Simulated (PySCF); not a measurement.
**Orbital energies and ionisation energy**

C₆H₉NSi.
Numbering: `[N:1]#[C:2][Si@@H:3]1[CH2:4][C@H:5]1[CH:6]1[CH2:7][CH2:8]1` (hydrogens: H9 on Si3; H10, H11 on C4; H12 on C5; H13 on C6; H14, H15 on C7; H16, H17 on C8)

Structure used (PBE0-D3(BJ)/def2-SVP), in Å, numbered top down from 1:
```xyz
17
C6H9NSi angstrom
N      4.325    0.536   -1.310
C      3.412    0.182   -0.687
Si     1.957   -0.371    0.292
C      0.809   -1.578   -0.525
C      0.272   -0.137   -0.475
C     -0.948    0.154    0.338
C     -2.294    0.239   -0.329
C     -1.642    1.476    0.218
H      2.193   -0.357    1.751
H      0.291   -2.302    0.115
H      1.066   -1.987   -1.508
H      0.286    0.379   -1.444
H     -0.945   -0.293    1.340
H     -2.326    0.114   -1.415
H     -3.162   -0.170    0.195
H     -2.057    1.930    1.121
H     -1.233    2.197   -0.496
```

Level: CAM-B3LYP/def2-SVPD (PySCF). Frontier orbitals with their largest atomic shares (Löwdin; up to four atoms above 4 %):

```csv
orbital,ε (eV),main atoms
HOMO−3,-11.26,"N1 25 %, C2 21 %, C6 11 %, C5 8 %"
HOMO−2,-10.35,"C7 32 %, C8 28 %, C6 12 %, C4 6 %"
HOMO−1,-9.49,"C4 25 %, C6 17 %, C8 17 %, C5 11 %"
HOMO,-8.35,?
LUMO,0.13,"Si3 27 %, C2 21 %, N1 19 %, C4 10 %"
LUMO+1,0.60,"N1 28 %, C2 26 %, Si3 23 %, H9 9 %"
LUMO+2,1.32,"Si3 33 %, C2 14 %, C8 7 %, H9 7 %"
```

Question: What vertical ionisation energy does ΔSCF give, and how far is −ε(HOMO) from it?

Answer: ΔSCF: 8.99 eV (867 kJ/mol; threshold wavelength 138 nm); ⟨S²⟩ of the doublet left behind is 0.756, against 0.75 for a pure doublet. −ε(HOMO) is 8.35 eV, 0.64 eV below it. For the exact functional −ε(HOMO) would equal the first vertical ionisation energy; CAM-B3LYP (range-separated hybrid) falls short of its own ΔSCF value by 7 %.

Question: On which atoms does the HOMO lie?

Answer: C5 (sp3 carbon bound to silicon) 24 %, Si3 (SiH silicon) 23 %, C4 (sp3 carbon bound to silicon) 14 %, C7 (three-membered-ring carbon) 9 %, so no atom holds as much as 40 %. The HOMO−1 lies 1.14 eV lower.

Question: With α = 99.6 au, estimate the like-pair dispersion coefficient by London's formula C6 = (3/4)α²I.

Answer: I = 0.3302 Eh, so C6 ≈ 2460 au, a rough estimate.

Question: What total energies stand behind the ΔSCF value?

Answer: E(N) = -577.77309 Eh and E(N − 1) = -577.44288 Eh at the same geometry, 0.33021 Eh apart.

Question: What kinetic energy would electrons from this vertical process carry with He I light (21.218 eV)?

Answer: 21.22 − 8.99 = 12.23 eV.

The structure is a single PBE0-D3(BJ)/def2-SVP conformer in the gas phase; no vibrational or solvent corrections.
